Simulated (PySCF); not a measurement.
**How methods differ on the ionisation energy of Tc**

Tc [Kr] 4d5 5s2 [4d3/2^4 4d5/2^1, M_J = 5/2] → Tc⁺ [Kr] 4d5 5s1 [4d3/2^4 4d5/2^1 5s1/2^1, M_J = 3], as a difference of total energies. Computed with PySCF 2.14 in x2c-QZVPPall-2c (13s12p9d4f2g, 140 functions), with the two-component X2C-1e Hamiltonian. Correlated levels: [Ar] 3d10 frozen; the 34 highest virtual spinors dropped. "Screened" scales the spin-orbit matrix elements by Boettger's factors to mimic the two-electron term; Breit and QED terms are absent.

```tsv
method	ionisation energy (eV)	error (eV)
GMP2 (spin-free)	6.914	-0.205
GHF (screened spin-orbit)	5.542	-1.577
GMP2 (screened spin-orbit)	6.916	-0.203
```

Reference: 7.119 eV (measured; NIST Atomic Spectra Database, ionization energies).

The labels give the starting determinants; with spin-orbit coupling the two ends relaxed to ⟨J²⟩ = 8.79, ⟨L²⟩ = 0.02, ⟨S²⟩ = 8.78 and ⟨J²⟩ = 12.00, ⟨L²⟩ = 0.02, ⟨S²⟩ = 11.99.

MP2 underrates the near-degeneracy of ns² with np² in the lower species.
